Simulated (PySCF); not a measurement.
Gas-phase reaction: 3 Br₂ + i-Si₄H₁₀ = 2 SiHBr₃ + 2 SiH₄

Method: PySCF energies plus ideal-gas RRHO corrections (1 bar). † marks an energy on the PBE0/def2-TZVP geometry and frequencies; other levels use their own. CCSD(T) freezes the core. 6-31G* has spherical d functions here. All species are closed-shell singlets. B3LYP is the form with VWN-RPA correlation. Br: all electrons, no relativistic terms. CCSD(T) isn't extrapolated to the basis-set limit.

```json
[
 {"level": "B3LYP/6-31G*", "ΔH°(298 K), kJ": "[?]"},
 {"level": "BLYP/def2-TZVP†", "ΔH°(298 K), kJ": "-706"},
 {"level": "CCSD(T)/def2-SVP†", "ΔH°(298 K), kJ": "[?]"},
 {"level": "HF/6-31G*", "ΔH°(298 K), kJ": "-817"},
 {"level": "HF/def2-TZVP†", "ΔH°(298 K), kJ": "-838"},
 {"level": "M06-2X/def2-TZVP†", "ΔH°(298 K), kJ": "-804"},
 {"level": "PBE/def2-SVP", "ΔH°(298 K), kJ": "-709"},
 {"level": "PBE/def2-TZVP†", "ΔH°(298 K), kJ": "[?]"},
 {"level": "r2SCAN/def2-TZVP†", "ΔH°(298 K), kJ": "[?]"},
 {"level": "ωB97M-V/def2-TZVP†", "ΔH°(298 K), kJ": "-804"}
]
```

Q: Some entries are withheld; supply them.

A: 
- B3LYP/6-31G*, ΔH°(298 K), kJ: -720
- CCSD(T)/def2-SVP†, ΔH°(298 K), kJ: -777
- PBE/def2-TZVP†, ΔH°(298 K), kJ: -716
- r2SCAN/def2-TZVP†, ΔH°(298 K), kJ: -791
